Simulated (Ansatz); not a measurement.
**Molecular dynamics of BCl₃H₂**

Input file:

```yaml
crystal:
  periodic: [false, false, false]
  atoms:
    - { symbol: B, position_ang: [0.014474, -0.247424, 0.064359] }
    - { symbol: H, position_ang: [0.011189, 0.170078, 1.288748] }
    - { symbol: Cl, position_ang: [1.539948, 0.175093, -0.711894] }
    - { symbol: Cl, position_ang: [-1.53744, 0.102973, -0.69532] }
    - { symbol: Cl, position_ang: [0.064737, -2.251597, 0.689968] }
    - { symbol: H, position_ang: [0.035993, -0.872824, 1.383838] }
basis:
  gaussian: { orbitals: def2-SVP }
hamiltonian:
  xc: { name: BHLYP }
md:
  timestep: 0.5
  n_steps: 200
  ensemble: nve
  temperature: 100.0
  initial_velocities: maxwell_boltzmann
  seed: 8546
```

Command:

```bash
$ ansatz run input.yaml --threads 1 --pin off --max-ram 2048MiB --backend cpu --events-out ev --progress --plain --runs-dir out
```

It starts at the highest image of a converged band, a first-order saddle point between two minima.

Output, in part (one step line in 3, the closing report, with atoms numbered from 0):

```
md step     0: t =     0.00 fs  T =   100.0 K  F+E_penalty+E_count = -38265.02371021 eV  E_kin = 0.051704 eV  conserved = -38264.97200621 eV  (25 SCF iters)
md step     3: t =     1.50 fs  T =    88.5 K  F+E_penalty+E_count = -38265.01774004 eV  E_kin = 0.045764 eV  conserved = -38264.97197653 eV  (24 SCF iters)
md step     6: t =     3.00 fs  T =    62.0 K  F+E_penalty+E_count = -38265.00396261 eV  E_kin = 0.032056 eV  conserved = -38264.97190703 eV  (24 SCF iters)
md step     9: t =     4.50 fs  T =    38.4 K  F+E_penalty+E_count = -38264.99172995 eV  E_kin = 0.019877 eV  conserved = -38264.97185266 eV  (24 SCF iters)
md step    12: t =     6.00 fs  T =    32.1 K  F+E_penalty+E_count = -38264.98843886 eV  E_kin = 0.016589 eV  conserved = -38264.97185021 eV  (24 SCF iters)
md step    15: t =     7.50 fs  T =    44.0 K  F+E_penalty+E_count = -38264.99462782 eV  E_kin = 0.022744 eV  conserved = -38264.97188380 eV  (25 SCF iters)
md step    18: t =     9.00 fs  T =    65.8 K  F+E_penalty+E_count = -38265.00592738 eV  E_kin = 0.034024 eV  conserved = -38264.97190331 eV  (25 SCF iters)
md step    21: t =    10.50 fs  T =    92.4 K  F+E_penalty+E_count = -38265.01964088 eV  E_kin = 0.047770 eV  conserved = -38264.97187097 eV  (24 SCF iters)
md step    24: t =    12.00 fs  T =   131.6 K  F+E_penalty+E_count = -38265.03984330 eV  E_kin = 0.068047 eV  conserved = -38264.97179597 eV  (25 SCF iters)
md step    27: t =    13.50 fs  T =   202.2 K  F+E_penalty+E_count = -38265.07628788 eV  E_kin = 0.104538 eV  conserved = -38264.97174978 eV  (31 SCF iters)
md step    30: t =    15.00 fs  T =   315.6 K  F+E_penalty+E_count = -38265.13502649 eV  E_kin = 0.163155 eV  conserved = -38264.97187134 eV  (31 SCF iters)
md step    33: t =    16.50 fs  T =   445.8 K  F+E_penalty+E_count = -38265.20269617 eV  E_kin = 0.230522 eV  conserved = -38264.97217415 eV  (31 SCF iters)
md step    36: t =    18.00 fs  T =   545.8 K  F+E_penalty+E_count = -38265.25419186 eV  E_kin = 0.282180 eV  conserved = -38264.97201143 eV  (31 SCF iters)
md step    39: t =    19.50 fs  T =   680.4 K  F+E_penalty+E_count = -38265.32328464 eV  E_kin = 0.351773 eV  conserved = -38264.97151150 eV  (25 SCF iters)
md step    42: t =    21.00 fs  T =   940.4 K  F+E_penalty+E_count = -38265.45853410 eV  E_kin = 0.486207 eV  conserved = -38264.97232752 eV  (29 SCF iters)
md step    45: t =    22.50 fs  T =  1160.1 K  F+E_penalty+E_count = -38265.57251343 eV  E_kin = 0.599809 eV  conserved = -38264.97270434 eV  (30 SCF iters)
md step    48: t =    24.00 fs  T =  1256.5 K  F+E_penalty+E_count = -38265.62175270 eV  E_kin = 0.649668 eV  conserved = -38264.97208432 eV  (30 SCF iters)
md step    51: t =    25.50 fs  T =  1375.3 K  F+E_penalty+E_count = -38265.68285166 eV  E_kin = 0.711069 eV  conserved = -38264.97178263 eV  (30 SCF iters)
md step    54: t =    27.00 fs  T =  1594.7 K  F+E_penalty+E_count = -38265.79677799 eV  E_kin = 0.824543 eV  conserved = -38264.97223469 eV  (29 SCF iters)
md step    57: t =    28.50 fs  T =  1800.9 K  F+E_penalty+E_count = -38265.90384029 eV  E_kin = 0.931139 eV  conserved = -38264.97270107 eV  (28 SCF iters)
md step    60: t =    30.00 fs  T =  1878.5 K  F+E_penalty+E_count = -38265.94332687 eV  E_kin = 0.971282 eV  conserved = -38264.97204447 eV  (28 SCF iters)
md step    63: t =    31.50 fs  T =  1935.0 K  F+E_penalty+E_count = -38265.97239152 eV  E_kin = 1.000471 eV  conserved = -38264.97192007 eV  (29 SCF iters)
md step    66: t =    33.00 fs  T =  1991.9 K  F+E_penalty+E_count = -38266.00250569 eV  E_kin = 1.029884 eV  conserved = -38264.97262146 eV  (28 SCF iters)
md step    69: t =    34.50 fs  T =  1934.1 K  F+E_penalty+E_count = -38265.97228689 eV  E_kin = 0.999999 eV  conserved = -38264.97228802 eV  (29 SCF iters)
md step    72: t =    36.00 fs  T =  1849.3 K  F+E_penalty+E_count = -38265.92793453 eV  E_kin = 0.956155 eV  conserved = -38264.97177997 eV  (29 SCF iters)
md step    75: t =    37.50 fs  T =  1869.9 K  F+E_penalty+E_count = -38265.93873648 eV  E_kin = 0.966836 eV  conserved = -38264.97190074 eV  (31 SCF iters)
md step    78: t =    39.00 fs  T =  1962.3 K  F+E_penalty+E_count = -38265.98708080 eV  E_kin = 1.014594 eV  conserved = -38264.97248689 eV  (31 SCF iters)
md step    81: t =    40.50 fs  T =  1978.5 K  F+E_penalty+E_count = -38265.99533168 eV  E_kin = 1.022977 eV  conserved = -38264.97235511 eV  (31 SCF iters)
md step    84: t =    42.00 fs  T =  1934.3 K  F+E_penalty+E_count = -38265.97164679 eV  E_kin = 1.000090 eV  conserved = -38264.97155661 eV  (31 SCF iters)
md step    87: t =    43.50 fs  T =  1966.7 K  F+E_penalty+E_count = -38265.98905437 eV  E_kin = 1.016845 eV  conserved = -38264.97220978 eV  (31 SCF iters)
md step    90: t =    45.00 fs  T =  1967.7 K  F+E_penalty+E_count = -38265.98988451 eV  E_kin = 1.017405 eV  conserved = -38264.97247943 eV  (31 SCF iters)
md step    93: t =    46.50 fs  T =  1893.4 K  F+E_penalty+E_count = -38265.95084276 eV  E_kin = 0.978946 eV  conserved = -38264.97189629 eV  (31 SCF iters)
md step    96: t =    48.00 fs  T =  1886.8 K  F+E_penalty+E_count = -38265.94724771 eV  E_kin = 0.975552 eV  conserved = -38264.97169599 eV  (32 SCF iters)
md step    99: t =    49.50 fs  T =  2001.2 K  F+E_penalty+E_count = -38266.00689623 eV  E_kin = 1.034714 eV  conserved = -38264.97218246 eV  (31 SCF iters)
md step   102: t =    51.00 fs  T =  2112.0 K  F+E_penalty+E_count = -38266.06459341 eV  E_kin = 1.091989 eV  conserved = -38264.97260470 eV  (31 SCF iters)
md step   105: t =    52.50 fs  T =  2120.3 K  F+E_penalty+E_count = -38266.06815017 eV  E_kin = 1.096300 eV  conserved = -38264.97185012 eV  (31 SCF iters)
md step   108: t =    54.00 fs  T =  2161.1 K  F+E_penalty+E_count = -38266.08921643 eV  E_kin = 1.117398 eV  conserved = -38264.97181892 eV  (26 SCF iters)
md step   111: t =    55.50 fs  T =  2236.4 K  F+E_penalty+E_count = -38266.12895854 eV  E_kin = 1.156320 eV  conserved = -38264.97263860 eV  (32 SCF iters)
md step   114: t =    57.00 fs  T =  2196.5 K  F+E_penalty+E_count = -38266.10793202 eV  E_kin = 1.135682 eV  conserved = -38264.97225037 eV  (31 SCF iters)
md step   117: t =    58.50 fs  T =  2128.7 K  F+E_penalty+E_count = -38266.07239079 eV  E_kin = 1.100643 eV  conserved = -38264.97174793 eV  (31 SCF iters)
md step   120: t =    60.00 fs  T =  2159.8 K  F+E_penalty+E_count = -38266.08865357 eV  E_kin = 1.116688 eV  conserved = -38264.97196572 eV  (30 SCF iters)
md step   123: t =    61.50 fs  T =  2234.2 K  F+E_penalty+E_count = -38266.12773102 eV  E_kin = 1.155159 eV  conserved = -38264.97257167 eV  (30 SCF iters)
md step   126: t =    63.00 fs  T =  2209.2 K  F+E_penalty+E_count = -38266.11447110 eV  E_kin = 1.142238 eV  conserved = -38264.97223295 eV  (30 SCF iters)
md step   129: t =    64.50 fs  T =  2152.5 K  F+E_penalty+E_count = -38266.08442655 eV  E_kin = 1.112924 eV  conserved = -38264.97150286 eV  (30 SCF iters)
md step   132: t =    66.00 fs  T =  2193.4 K  F+E_penalty+E_count = -38266.10642533 eV  E_kin = 1.134079 eV  conserved = -38264.97234649 eV  (30 SCF iters)
md step   135: t =    67.50 fs  T =  2183.3 K  F+E_penalty+E_count = -38266.10128203 eV  E_kin = 1.128845 eV  conserved = -38264.97243672 eV  (30 SCF iters)
md step   138: t =    69.00 fs  T =  2106.0 K  F+E_penalty+E_count = -38266.06070262 eV  E_kin = 1.088905 eV  conserved = -38264.97179798 eV  (30 SCF iters)
md step   141: t =    70.50 fs  T =  2115.0 K  F+E_penalty+E_count = -38266.06529682 eV  E_kin = 1.093556 eV  conserved = -38264.97174103 eV  (30 SCF iters)
md step   144: t =    72.00 fs  T =  2226.0 K  F+E_penalty+E_count = -38266.12327937 eV  E_kin = 1.150911 eV  conserved = -38264.97236817 eV  (31 SCF iters)
md step   147: t =    73.50 fs  T =  2283.3 K  F+E_penalty+E_count = -38266.15317382 eV  E_kin = 1.180565 eV  conserved = -38264.97260868 eV  (30 SCF iters)
md step   150: t =    75.00 fs  T =  2231.7 K  F+E_penalty+E_count = -38266.12556375 eV  E_kin = 1.153855 eV  conserved = -38264.97170843 eV  (30 SCF iters)
md step   153: t =    76.50 fs  T =  2232.9 K  F+E_penalty+E_count = -38266.12653729 eV  E_kin = 1.154499 eV  conserved = -38264.97203845 eV  (30 SCF iters)
md step   156: t =    78.00 fs  T =  2230.9 K  F+E_penalty+E_count = -38266.12610384 eV  E_kin = 1.153446 eV  conserved = -38264.97265781 eV  (31 SCF iters)
md step   159: t =    79.50 fs  T =  2110.5 K  F+E_penalty+E_count = -38266.06328163 eV  E_kin = 1.091204 eV  conserved = -38264.97207756 eV  (30 SCF iters)
md step   162: t =    81.00 fs  T =  2008.0 K  F+E_penalty+E_count = -38266.00985462 eV  E_kin = 1.038214 eV  conserved = -38264.97164032 eV  (30 SCF iters)
md step   165: t =    82.50 fs  T =  2036.0 K  F+E_penalty+E_count = -38266.02470352 eV  E_kin = 1.052707 eV  conserved = -38264.97199639 eV  (30 SCF iters)
md step   168: t =    84.00 fs  T =  2105.2 K  F+E_penalty+E_count = -38266.06101929 eV  E_kin = 1.088464 eV  conserved = -38264.97255510 eV  (31 SCF iters)
md step   171: t =    85.50 fs  T =  2082.1 K  F+E_penalty+E_count = -38266.04855693 eV  E_kin = 1.076554 eV  conserved = -38264.97200304 eV  (30 SCF iters)
md step   174: t =    87.00 fs  T =  2071.6 K  F+E_penalty+E_count = -38266.04268174 eV  E_kin = 1.071104 eV  conserved = -38264.97157768 eV  (31 SCF iters)
md step   177: t =    88.50 fs  T =  2146.2 K  F+E_penalty+E_count = -38266.08218556 eV  E_kin = 1.109690 eV  conserved = -38264.97249595 eV  (31 SCF iters)
md step   180: t =    90.00 fs  T =  2143.7 K  F+E_penalty+E_count = -38266.08073313 eV  E_kin = 1.108370 eV  conserved = -38264.97236310 eV  (31 SCF iters)
md step   183: t =    91.50 fs  T =  2096.7 K  F+E_penalty+E_count = -38266.05583687 eV  E_kin = 1.084081 eV  conserved = -38264.97175556 eV  (31 SCF iters)
md step   186: t =    93.00 fs  T =  2153.9 K  F+E_penalty+E_count = -38266.08545500 eV  E_kin = 1.113663 eV  conserved = -38264.97179205 eV  (31 SCF iters)
md step   189: t =    94.50 fs  T =  2305.6 K  F+E_penalty+E_count = -38266.16451608 eV  E_kin = 1.192092 eV  conserved = -38264.97242428 eV  (31 SCF iters)
md step   192: t =    96.00 fs  T =  2392.3 K  F+E_penalty+E_count = -38266.20941811 eV  E_kin = 1.236912 eV  conserved = -38264.97250562 eV  (31 SCF iters)
md step   195: t =    97.50 fs  T =  2383.6 K  F+E_penalty+E_count = -38266.20411186 eV  E_kin = 1.232441 eV  conserved = -38264.97167043 eV  (30 SCF iters)
md step   198: t =    99.00 fs  T =  2421.7 K  F+E_penalty+E_count = -38266.22426786 eV  E_kin = 1.252119 eV  conserved = -38264.97214852 eV  (31 SCF iters)
md step   200: t =   100.00 fs  T =  2439.2 K  F+E_penalty+E_count = -38266.23377048 eV  E_kin = 1.261178 eV  conserved = -38264.97259225 eV  (26 SCF iters)
Total energy: -38266.23392955 eV, -1406.2581591260 hartree
Atom 0 at    -0.045802     1.229658    -0.665509 Å, force     0.874824     0.281131    -0.410501 eV/Å
Atom 1 at    -0.112849     2.424948    -0.698190 Å, force     0.158432    -0.258839     0.163916 eV/Å
Atom 2 at     1.464806     0.349562    -0.735889 Å, force     0.228165     0.389736     0.142893 eV/Å
Atom 3 at    -1.445256     0.266311    -0.709288 Å, force    -1.266290    -0.420742     0.119988 eV/Å
Atom 4 at     0.070219    -3.069742     1.039867 Å, force    -0.011132     0.142954    -0.115566 eV/Å
Atom 5 at     0.014312    -2.075361     0.227652 Å, force     0.016001    -0.134240     0.099271 eV/Å
Dipole moment:    -0.062304     0.424978    -0.191259 e Å
```

All steps were run. The conserved energy stayed within 0.13 meV per atom of its start (net change -0.098 meV per atom), so the integration is sound. The kinetic energy rose, since the run started high on the potential surface and went downhill. It ends in pieces (BCl2H + ClH), so much of that is their flight and rotation, not heat. A run of 0.1 ps of so small a system gives no equilibrium averages. The orbitals stay closed-shell, which can raise the energy where a bond breaks towards radicals; this wasn't checked here.

Between its relaxed ends the band would form B1–Cl5, H2–H6 and break B1–H2, Cl5–H6. These pairs go: B1–Cl5 2.10 → 4.63 Å, H2–H6 1.05 → 4.60 Å, B1–H2 1.29 → 1.20 Å, Cl5–H6 1.54 → 1.29 Å. In the last frame they stand as before the step (other bonds may differ from the relaxed reactants and products). It ends as BCl2H + ClH. Pairs count as bonded within 1.25 times the sum of covalent radii (0.12 Å more for H–H).

Last frame:

```xyz
6
Properties=species:S:1:pos:R:3
B -0.046 1.230 -0.665
H -0.113 2.425 -0.698
Cl 1.465 0.350 -0.736
Cl -1.445 0.266 -0.709
Cl 0.070 -3.070 1.040
H 0.014 -2.075 0.228
```

The run took 7.5 min on 1 thread of Arm Neoverse V2, with other jobs on the host, peak memory 0.17 GiB.
